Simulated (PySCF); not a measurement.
An equivalent PySCF input for P²⁺ (phosphorus, charge +2), [Ne] 3s2 3p1, 2P determinant, with the spin-free X2C one-electron Hamiltonian (Gaussian nucleus):

```python
from pyscf import gto, scf, dft, mp, cc
import basis_set_exchange as bse
mol = gto.M(atom="P 0 0 0", charge=2, spin=1, symmetry="D2h",
            basis=gto.basis.parse(bse.get_basis("aug-cc-pVDZ-DK", elements=["P"], fmt="nwchem", header=False)),
            nucmod="G")
mf = dft.UKS(mol, xc="LDA,VWN").sfx2c1e()
mf.irrep_nelec = {'Ag': (3, 3), 'B1u': (1, 1), 'B2u': (2, 1), 'B3u': (1, 1)}
mf.kernel()
```

It reaches the same state as the run whose output follows, with an energy that differs only through the grid. The run itself started from symmetry-adapted Hartree-Fock orbitals and held the occupation by maximum overlap, on a logarithmic radial grid, so the iterations belong to that start.

```
SCF conv_tol = 1e-09
number electrons alpha = 7  beta = 6
XC functionals = LDA,VWN
    P. A. M. Dirac.,  Math. Proc. Cambridge Philos. Soc. 26, 376 (1930)
    F. Bloch.,  Z. Phys. 57, 545 (1929)
    S. H. Vosko, L. Wilk, and M. Nusair.,  Can. J. Phys. 58, 1200 (1980)
cycle= 1 E= -339.67665043061  delta_E= -0.00454  |g|= 0.0142  |ddm|= 0.37
cycle= 2 E= -339.676690198673  delta_E= -3.98e-05  |g|= 0.00222  |ddm|= 0.0172
cycle= 3 E= -339.676691244802  delta_E= -1.05e-06  |g|= 9.9e-05  |ddm|= 0.0066
cycle= 4 E= -339.676691250655  delta_E= -5.85e-09  |g|= 1.01e-05  |ddm|= 0.000767
cycle= 5 E= -339.676691250718  delta_E= -6.34e-11  |g|= 6.31e-08  |ddm|= 8.38e-05
converged SCF energy = -339.676691250718  <S^2> = 0.75126012  2S+1 = 2.0012597
```
